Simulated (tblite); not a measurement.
Species: C₆H₁₀O₃.
Atom-mapped SMILES: `[CH3:1][CH2:2][C@@H:3]1[O:4][C@@H:5]([O:6][CH3:7])[C:8]1=[O:9]` (hydrogens: H10, H11, H12 on C1; H13, H14 on C2; H15 on C3; H16 on C5; H17, H18, H19 on C7)

Structure used (GFN2-xTB), in Å, numbered top down from 1:
```xyz
19
C6H10O3 angstrom
C     -3.0497    0.1674   -0.4290
C     -1.7520   -0.4794   -0.8944
C     -0.5486    0.3376   -0.4345
O      0.7281   -0.2201   -0.7943
C      1.1845   -0.2906    0.5637
O      2.2312    0.5506    0.8637
C      3.4651    0.1450    0.2979
C     -0.1762    0.2340    1.0283
O     -0.7079    0.4196    2.0764
H     -3.0472    0.2844    0.6515
H     -3.1725    1.1482   -0.8823
H     -3.8980   -0.4510   -0.7096
H     -1.6665   -1.4910   -0.4929
H     -1.7219   -0.5461   -1.9832
H     -0.6329    1.3748   -0.7816
H      1.4078   -1.3372    0.8409
H      4.1881    0.9054    0.5827
H      3.3880    0.0874   -0.7908
H      3.7707   -0.8299    0.6930
```

Computed values, GFN2-xTB/tblite, gas phase, harmonic and unscaled. Errors from tens to a few hundred cm⁻¹ against measured bands are possible. One conformer, not necessarily the lowest.

Harmonic wavenumbers (cm⁻¹): 46.4, 79.4, 93.2, 142.5, 149.0, 187.9, 232.8, 286.6, 305.1, 380.0, 434.8, 584.9, 691.6, 721.3, 795.7, 836.8, 934.0, 969.0, 1000.2, 1021.1, 1050.7, 1053.2, 1094.3, 1110.2, 1129.4, 1140.8, 1161.9, 1191.1, 1203.9, 1226.9, 1264.6, 1289.0, 1321.1, 1390.8, 1414.5, 1455.5, 1476.2, 1485.2, 1495.5, 1498.6, 1892.6, 2797.2, 2890.5, 2926.3, 2963.9, 2983.1, 2995.4, 3036.2, 3040.9, 3050.6, 3054.3.

A = 3713, B = 973.8, C = 815.0 MHz; mass 130.063 u (most abundant isotopes); point group C1, symmetry number 1.

Problem. What is the zero-point energy?

Solution. ½Σν̃ = 33488 cm⁻¹ = 400.61 kJ/mol.

Problem. Entropy at 273.15 K, 1 bar (ideal gas, RRHO, classical rotation)?

Solution. Translation 167.75, rotation 120.58, vibration 112.90: S = 401.2 J/(mol K).

Problem. And Cp and H(273.15 K) − H(0)?

Solution. Cp = 143.72 J/(mol K), of which vibrations give 110.46 (their classical limit is 51 R = 424.0); H(273.15 K) − H(0) = 25.13 kJ/mol without the zero-point energy, 16.04 from vibrations.

Problem. How do the functions run with temperature in this model?

Solution. 
| T (K) | S (J/(mol K)) | Cp (J/(mol K)) | H − H(0) (kJ/mol) | G − H(0) (kJ/mol) | ln q(vib) |
| --- | --- | --- | --- | --- | --- |
| 100 | 293.0 | 82.1 | 5.64 | -23.67 | 1.81 |
| 200 | 361.0 | 116.7 | 15.63 | -56.56 | 4.58 |
| 300 | 415.2 | 154.5 | 29.13 | -95.43 | 7.21 |
| 500 | 512.8 | 231.7 | 68.01 | -188.39 | 12.22 |
| 800 | 640.2 | 309.4 | 150.23 | -361.92 | 19.44 |
| 1000 | 713.0 | 342.9 | 215.64 | -497.39 | 23.95 |

q(vib) and H(0) count from the zero-point level.

Problem. Blend soft modes into free rotors: weight 1/[1 + (100 cm⁻¹/ν̃)⁴] for the oscillator and the rest for a rotor with moment μB/(μ + B), μ = h/(8π²ν), B = 10⁻⁴⁴ kg m². What vibrational entropy results?

Solution. 104.12 J/(mol K) in place of 112.90, which changes −T·S at 273.15 K by +2.40 kJ/mol.

Hindered rotation and anharmonicity are outside this model. Other conformers, if any are populated, would add a mixing term that is left out. The structure is chiral; the term R ln 2 for an equal mix with its mirror image is left out.
